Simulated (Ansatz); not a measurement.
A search over several starts for the lowest SCF solution of Li12⁺ at the given spin, in a small basis.

```yaml
crystal:
  periodic: [false, false, false]
  atoms:
    - {symbol: Li, position_ang: [-0.114991, 2.373151, 0.579360]}
    - {symbol: Li, position_ang: [-2.805970, -1.592377, -1.470613]}
    - {symbol: Li, position_ang: [-3.099565, 1.624903, -0.934227]}
    - {symbol: Li, position_ang: [1.032127, -1.895040, -1.185301]}
    - {symbol: Li, position_ang: [1.100011, -0.216042, 1.639473]}
    - {symbol: Li, position_ang: [2.071592, 0.787706, -0.703324]}
    - {symbol: Li, position_ang: [-0.615268, 0.633558, -2.748633]}
    - {symbol: Li, position_ang: [-0.969814, -2.529937, 0.983986]}
    - {symbol: Li, position_ang: [-2.465031, 0.200067, 1.703947]}
    - {symbol: Li, position_ang: [3.688032, -1.296075, 0.727853]}
    - {symbol: Li, position_ang: [-0.931031, -0.100888, -0.336765]}
    - {symbol: Li, position_ang: [3.109897, 2.010953, 1.744234]}
basis:
  gaussian: {orbitals: def2-SVP}
total_charge: 1
magnetization: {spin_polarized: true, initial_magnetization: 1}
hamiltonian: {xc: pbe0}
output: {orbitals: {seedname: orbitals}}
```

```sh
$ ansatz run in.yaml --threads 4 --pin off --events-out ev --progress --plain --max-ram 3916MiB
```

Output, abridged:

```
Functional definition: PBE0
1548 factors; integrals over basis functions are off by at most 1.6e-4 eV
mean field evaluation 1: about -2427.1393 eV, gradient 3.3e1 eV
mean field evaluation 2: about -2403.5012 eV, gradient 3.6e1 eV
mean field evaluation 4: about -2442.1301 eV, gradient 7.8e0 eV
mean field evaluation 8: about -2443.9484 eV, gradient 7.4e-1 eV
mean field evaluation 16: about -2443.9688 eV, gradient 2.9e-2 eV
mean field evaluation 32: about -2443.9695 eV, gradient 1.3e-3 eV
mean field evaluation 64: about -2443.9589 eV, gradient 2.0e-1 eV
mean field evaluation 96: about -2443.1698 eV, gradient 5.4e-1 eV
mean field -2443.96946694 eV, -89.8142213280 hartree, gradient 9.1e-6 eV, S^2 0.836181; 10 other end points of the search recorded, 0 dependent functions left out
reference -2443.96952677 eV, -89.8142235269 hartree; 18, 17 occupied and 90, 91 virtual orbitals, 1548 factors
Total energy: -2443.96952677 eV, -89.8142235269 hartree
```

Run time 20 s (4 threads of Arm Neoverse V2 on a shared host).

The structure comes from a short search, and lower isomers may exist.
